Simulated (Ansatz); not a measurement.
Saddle point of SiHCl$_{2}$F, singlet (SiClF + HCl → SiCl₂ + HF; bonds formed: Si1–Cl5, F2–H3; bonds broken: Si1–F2, H3–Cl5), PBE0-D4/def2-TZVP structure:

Si1  (0.872, 0.148, 0.700)
F2  (0.604, 0.013, -1.139)
H3  (-0.271, -0.702, -0.850)
Cl4  (-0.229, 1.896, 0.936)
Cl5  (-0.977, -1.355, 0.353)
(Å)

Energies are electronic, without zero-point energy. Barriers and step energies count from the start structure reached by relaxing down the imaginary mode; all methods use the PBE0-D4 structures, on which another method's saddle can fall below an end. Computed with Ansatz 0.2.0 (basis: def2-TZVPP, with def2-QZVPP for the basis limit); correlated methods freeze the cores. B3LYP uses VWN-RPA correlation. Extrapolation: Hartree–Fock as exp(−7.88 √X), correlation as X^−2.97.

```tsv
method	barrier (kJ/mol)	step energy (kJ/mol)
SPW92	20.8	24.6
PBE-D4	46.6	27.5
BLYP-D4	65.1	37.7
r2SCAN-D4	58.6	34.8
B97M-V	79.2	39.1
PBE0-D4	60.2	29.8
B3LYP-D4	74.1	39.1
r2SCAN0-D4	?	34.5
BHLYP-D4	?	42.2
CAM-B3LYP-D4	?	44.3
wB97X-V	76.7	40.4
wB97M-V	73.1	36.9
B2PLYP	78.1	40.5
PBE-QIDH	71.0	33.5
RPA on PBE	84.1	45.9
HF	133.2	52.3
MP2	74.3	36.7
CCSD	94.7	44.5
CCSD(T)	84.3	41.4
```

Fill in the withheld barriers. (An estimate is asked for; the value comes from the calculation.)

Computed: r2SCAN0-D4 67.3; BHLYP-D4 90.3; CAM-B3LYP-D4 77.5 kJ/mol. Each is the energy of the saddle less that of the start structure, by the same method.

For comparison, the barrier by CCSD(T) at an estimated basis limit (MP2 extrapolated from triple and quadruple zeta, plus CCSD(T) − MP2 in triple zeta) is 81.0 kJ/mol.

T1 diagnostic: at most 0.013.

For scale, one of the runs: CCSD(T)/def2-TZVPP, 171 basis functions, launched by `ansatz run in.yaml --threads 2 --pin off --events-out ev --progress --plain --max-ram 4352MiB`. Hardware: 2 CPU threads of an Arm Neoverse V1, shared host. Wall time 42 s; peak host memory 1.4 GiB.
